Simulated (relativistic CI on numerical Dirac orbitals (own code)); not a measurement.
d1 to d9 in one octahedral field

Computed with a parametric ligand-field model without spin-orbit coupling, by exact diagonalisation: B = 550, C = 2240, 10Dq = 33600 cm⁻¹ (Oh; |10Dq|/B = 61.1) for every shell. Energies in cm⁻¹; the field energy is (0.6 n_e − 0.4 n_t2) × 10Dq of the ground term; g labels are left out.

```csv
Shell,Ground term,Electrons in e,Field energy,First spin-allowed bands,Lowest term of other spin
d1,2T2,0.000,-13440,2E 33600,
d2,3T1,0.007,-26639,"3T2 32230, 3T1 39111",1T2 7951
d3,4A2,0.000,-40320,"4T2 33600, 4T1 39825",2E 11128
d4,3T1,0.011,-53380,"3E 31356, 3T1 31906",1T2 6906
d5,2T2,0.022,-66463,"2A2 30513, 2T1 30711",4T1 22664
d6,1A1,0.017,-80079,"1T1 31892, 1T2 39890",3T1 27179
d7,2E,1.011,-60117,"2T1 31767, 2T2 32336",4T1 22608
d8,3A2,2.000,-40320,"3T2 33600, 3T1 39825",1E 8826
d9,2E,3.000,-20160,2T2 33600,
```

Low spin: d4, d5, d6, d7; the other shells keep the spin of the free ion. Only d4 to d7 can choose; the field needed to pair spins is smallest for d6 and largest for d5, which loses most exchange energy. In the strong-field picture 10Dq must exceed about 6B + 5C = 14500 (d4), 7.5B + 5C = 15325 (d5), 2.5B + 4C = 10335 (d6) and 4B + 4C = 11160 (d7); mixing of terms shifts these bounds somewhat.
